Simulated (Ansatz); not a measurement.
Reaction (substitution at a C–Br bond): `CC([SiH3])Br` + H₂Te → `CC([SiH3])[TeH]` + HBr

Isolated molecules relaxed with PBE0-D4/def2-TZVP in Ansatz; ΔE leaves out vibrations. CCSD(T)/CBS is the MP2 limit (def2-TZVPP, def2-QZVPP) plus CCSD(T) − MP2 in def2-TZVPP, frozen cores. DFT in def2-TZVPP. B3LYP here is the variant with VWN-RPA as its local correlation; programs differ in this. def2 core potentials past Kr. For Br, Te outer-core shells are correlated without core-valence functions, which leaves a few kJ/mol of doubt a bond. Scalar relativity is left out up to krypton.

```
             level  ΔE (kJ/mol)  difference from CCSD(T)/CBS
            PBE-D4        -16.6                          5.8
         r2SCAN-D4        -14.2                          8.2
           PBE0-D4        -16.6                          5.8
            B2PLYP        -13.6                          8.8
               PBE        -12.3                         10.1
            r2SCAN        -13.2                          9.2
              PBE0        -12.7                          9.7
             B3LYP         -8.4                         14.0
     HF/def2-TZVPP         -3.1                         19.3
    MP2/def2-TZVPP        -24.1                         -1.7
SCS-MP2/def2-TZVPP        -19.7                          2.7
   CCSD/def2-TZVPP        -15.8                          6.6
SCS-MP2/def2-QZVPP        -22.3                          0.1
      HF/CBS(def2)         -4.4                         18.0
     MP2/CBS(def2)        -28.5                         -6.1
    CCSD/CBS(def2)        -20.2                          2.2
       CCSD(T)/CBS        -22.4                            0
```

Largest T1 diagnostic among the species: 0.011.

In def2-TZVPP, CCSD(T) changes the Hartree–Fock value by −14.9 kJ/mol (the triples alone add −2.2 kJ/mol) and MP2 by −21.0 kJ/mol. The D4 term adds −7.0 kJ/mol with B3LYP and −3.8 kJ/mol with PBE0; it sums over pairs of atoms, weighted by their polarisabilities, and B3LYP, whose exchange is more repulsive, gets the larger term.

CCSD(T)/CBS has its own doubt, a few kJ/mol and more with outer-core shells, so smaller differences from it don't rank the levels.
